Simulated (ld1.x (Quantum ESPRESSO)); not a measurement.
# boron: excitation energies, all-electron against ultrasoft

```json
{
 "Element": "boron",
 "Generator": "ld1.x (Quantum ESPRESSO) 7.5",
 "Type": "ultrasoft",
 "Functional": "LDA (PZ)",
 "Relativity": "scalar-relativistic",
 "Frozen core": "[He]",
 "Valence charge": "3",
 "Reference configuration": "2s2 2p1",
 "Partial waves": "2s (bound): rcut 1.35, rcutus 1.60 bohr; 2s channel at -0.4 Ry: rcut 1.35, rcutus 1.60 bohr; 2p (bound): rcut 4.10, rcutus 4.30 bohr; 2p channel at 1.85 Ry: rcut 4.10, rcutus 4.30 bohr",
 "Local potential": "all-electron potential smoothed inside 3.60 bohr (lloc = -1)",
 "Core correction": "none",
 "Augmentation charge": "built from norm-conserving waves at rcut, not smoothed further"
}
```

Energies are relative to the spin-unpolarised reference configuration 2s2 2p1; without spin polarisation the order of configurations can differ from experiment. Spin-polarised rows fill each open shell by Hund’s rule, majority spin first. The frozen-core shift is the all-electron ΔE with the core orbitals held at their reference shape minus the fully relaxed ΔE.

Question: Give the all-electron excitation energy and the error of the potential for: 2s2 2p0; 2s1 2p0; 2s2 2p0.5; 2s1 2p1; 2s0 2p3; 2s2 2p1.3; 2s1 2p2; 2s2 2p1 (spin-polarised); 2s1 2p0 (spin-polarised).

Answer:

| valence configuration | charge | ΔE all-electron (eV) | error AE − PS (meV) | frozen-core shift (meV) |
| --- | --- | --- | --- | --- |
| 2s2 2p0 | +1 | 8.327 | +251 | +0.5 |
| 2s1 2p0 | +2 | 33.631 | +762 | +8.8 |
| 2s2 2p0.5 | +0.5 | 2.943 | +20 | +0.1 |
| 2s1 2p1 | +1 | 14.283 | -314 | +1.3 |
| 2s0 2p3 | 0 | 11.401 | -244 | +2.0 |
| 2s2 2p1.3 | -0.3 | -0.772 | -10 | 0.0 |
| 2s1 2p2 | 0 | 5.686 | -58 | +0.5 |
| 2s2 2p1 (spin-polarised) | 0 | -0.235 | -0.1 | +0.4 |
| 2s1 2p0 (spin-polarised) | +2 | 32.903 | +850 | +11 |

Levels in the configuration 2s1 2p0 (spin-polarised):

| level | all-electron (eV) | pseudo (eV) |
| --- | --- | --- |
| 2s up | -32.367 | -31.790 |

These tests converged, but a pseudo level misses the all-electron one widely, so the file describes the atom poorly there or has found another state: 2s1 2p0: empty 2p by 13.8 eV (a node warning on the way).

A Bessel basis up to 400 Ry misses an occupied level by 0.03 Ry, so cutoffs and ghosts were not judged.
